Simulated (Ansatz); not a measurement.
`[NH]=[Nb]([NH2])([NH2])[F]` + HCl → `[NH]=[Nb]([NH2])([F])[Cl]` + NH₃  (ligand exchange at the Nb–N bond)

Isolated molecules relaxed with PBE0-D4/def2-TZVP in Ansatz; ΔE leaves out vibrations. CCSD(T)/CBS adds triple-zeta CCSD(T) − MP2 to the extrapolated MP2 energy (def2 sets, frozen cores). This one scheme is used for every species. Functionals use def2-TZVPP. def2 core potentials past Kr. For Nb outer-core shells are correlated without core-valence functions, which leaves a few kJ/mol of doubt a bond. One conformer a species, not always the lowest.

Task: Is it downhill or uphill in electronic energy at CCSD(T)/CBS, and by how much? (Estimate.)

Result: The calculation gave: Downhill: ΔE = -21.0 kcal/mol.

Task: What do these levels give: r2SCAN-D4, r2SCAN0, CCSD/def2-SVP, HF/def2-TZVPP, HF/def2-QZVPP, MP2/CBS(def2)? (Best estimate.)

Result: Ansatz gave: r2SCAN-D4 -22.0, r2SCAN0 -22.1, CCSD/def2-SVP -19.7, HF/def2-TZVPP -22.5, HF/def2-QZVPP -22.5, MP2/CBS(def2) -23.2 kcal/mol.

Largest T1 diagnostic among the species: 0.020, so the coupled-cluster value is less sure than usual.

Leaving LDA and LC-ωPBE aside and taking each functional with its dispersion term where it has one, the values, not all of them listed here, spread over 2.7 kcal/mol, from B97M-V to CAM-B3LYP-D4. LDA lies +1.6 kcal/mol from PBE without D4. At CCSD(T), def2-SVP lies +1.2 kcal/mol from the extrapolated value and def2-TZVPP +0.4 kcal/mol. From BLYP to BHLYP (50 % exact exchange), in def2-TZVPP and without D4, ΔE moves by −1.0 kcal/mol.
